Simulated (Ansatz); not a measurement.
Ansatz results at the PBE0-D4/def2-TZVP geometry: LUMO energy (PBE/def2-TZVPP) -2.23 eV; HOMO energy (PBE0/def2-TZVPP) -8.39 eV; HOMO–LUMO gap (PBE0/def2-TZVPP) 6.98 eV.

Problem. Which molecule gave them?
A. `[F][Hf]([F])([F])[I]`
B. `C[O][Hf]([OH])([OH])[SeH]`
C. `[NH2][Hf]([NH2])([NH2])[NH2]`
D. `C[NH][Hf]([OH])([Cl])[Cl]`

Solution. A. The others give `C[O][Hf]([OH])([OH])[SeH]`: -0.98, -6.53, 6.40; `C[NH][Hf]([OH])([Cl])[Cl]`: -1.59, -7.28, 6.56; `[NH2][Hf]([NH2])([NH2])[NH2]`: -0.55, -6.71, 6.84.
